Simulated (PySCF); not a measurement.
How methods differ on the excitation energy of Be

Be [He] 2s2 (1S) → Be [He] 2s1 3s1 (3S), as a difference of total energies. Calculation: PySCF 2.14, in aug-pcseg-2 (5s3p2d, 24 functions); no relativity, point nucleus. Correlated levels: valence: 1s2 frozen. The calculations carry no spin-orbit coupling.

```
           method  excitation energy (cm⁻¹)
              UHF                     42817
              LDA                     48878
              PBE                     48558
             PBE0                     48527
           r2SCAN                     47909
        CAM-B3LYP                     50792
          wB97M-V                     49768
             BP86                     49224
           PBEsol                     48055
    MP2 (valence)                     47804
SCS-MP2 (valence)                     49101
```

Errors of the correlated levels include the incompleteness of this basis and the frozen core.

For comparison: 52081 cm⁻¹ (measured; NIST levels).
